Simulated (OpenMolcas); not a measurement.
What dynamic correlation does to the levels of Cr4+

```
Program             : OpenMolcas
Basis               : ANO-RCC-VTZP [6s5p3d2f1g]
Scalar Hamiltonian  : DKH2, point nucleus
Active space        : 2 electrons in 5 orbitals (3d)
State averaging     : 2S+1 = 3 even, 10 roots; 2S+1 = 1 even, 15 roots kept (CI in the orbitals of an earlier block)
Spin-orbit coupling : state interaction with AMFI integrals over the reference wave functions, term energies averaged over their components
```

Methods on the same reference wave functions:
A. CASSCF
B. SS-CASPT2, IPEA 0.25 Eh, imaginary shift 0.1 Eh (closed shells correlated: 3s 3p)

Energies in cm-1 above 3d2 3F2, the measured ground level; measured values from Sugar and Corliss, J. Phys. Chem. Ref. Data 6, 317 (1977).

```tsv
Level	A	B	Measured
3d2 3F2	0.0	0.0	0.0
3d2 3F3	505	509	508
3d2 3F4	1153	1157	1142
3d2 1D2	16467	12980	13188
3d2 3P0	19268	16080	15492
3d2 3P1	19446	16260	15677
3d2 3P2	19840	16650	16041
3d2 1G4	25363	22430	22019
3d2 1S0	61845	52210	51146
```

Deviations, from unrounded energies. A percentage is the sum of absolute deviations over the sum of measured energies, with the sign that they share, or ± where signs differ.

```csv
Against measurement,Levels,A,B
mean absolute deviation (cm-1),8,3600,430
fine structure of the ground term (%),2,±0.9,+1.0
other terms of the ground configuration (%),6,+21.5,±2.6
```

B lies closest to measurement on these levels. The largest miss of B in the table is 3d2 1S0, by +1100 cm-1. The ranking rests on the paired levels alone, and a cruder setting can come out closer through cancelling errors.

From A to B the spin-free energies of the other terms of 3d2 shown, above 3F, scale by factors of 0.78 to 0.88, as is usual when dynamic correlation screens the repulsion within a d or f shell.

The lowest spin-free term lies below A's lowest term by 0.300 hartree in B.

CASPT2 does not keep the components of a term degenerate, so their means are used; among the terms shown or strongly mixed into the levels shown the widest spread is 860 cm-1 (3d2 1G, B). Terms from blocks run as CI alone lack orbitals of their own. Without dynamic correlation excited terms often stand tens of per cent too high (terms of higher spin than the ground term too low), and those without a measured partner can miss by more than the paired ones (holds for A). Computed and measured levels are paired by configuration, term and J; levels that our copy of the source lacks, or whose pairing is in doubt (as where it misses far off the trend of its configuration), stay unpaired and out of the deviations. Levels of configurations outside the active space are missing.
